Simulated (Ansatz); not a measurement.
System: C3H8O (charge 0, singlet). SMILES: CCCO
Structure (B3LYP-D3(BJ)/def2-TZVP (Ansatz, a quantum-chemistry and plane-wave program) minimum search):
```
C
H 1 1.0931
H 1 1.0931 2 106.71
C 1 1.5158 2 108.50 3 116.72
H 4 1.0982 1 109.76 2 -178.75
H 4 1.0982 5 107.60 1 119.40
O 4 1.4257 5 110.66 6 121.00
H 7 0.9622 4 108.88 5 -59.59
C 1 1.5259 2 110.31 3 -119.84
H 9 1.0907 1 111.06 2 58.82
H 9 1.0927 10 107.62 1 -122.12
H 9 1.0927 10 107.62 11 -115.77
```

Computed values are from Ansatz. Valence correlation only, unless marked. Open shells are spin-unrestricted. Spin-orbit coupling is left out. Non-relativistic. CBS(X,Y): correlation extrapolated as X^-3; Hartree-Fock from the larger set. The bracket is a focal-point correction in the basis named.

The atomisation energy De is 4623.1 kJ/mol at RI-MP2/CBS(aug-cc-pVTZ,aug-cc-pVQZ)+[CCSD(T)-MP2]/aug-cc-pVTZ and the total energy comes out as -194.1408 Eh at RI-MP2/CBS(aug-cc-pVTZ,aug-cc-pVQZ)+[CCSD(T)-MP2]/aug-cc-pVTZ. The dipole moment is 1.49 D at CCSD(T)/aug-cc-pVDZ, the T1 diagnostic comes out as 0.010 at CCSD/aug-cc-pVTZ and the measured enthalpy of formation, 298 K is -255.1 kJ/mol (CRC Handbook, as tabulated in the package chemicals; older table, unchecked). The measured dipole moment comes out as 1.55 D (NIST CCCBDB, as tabulated in the package chemicals; older table, unchecked).
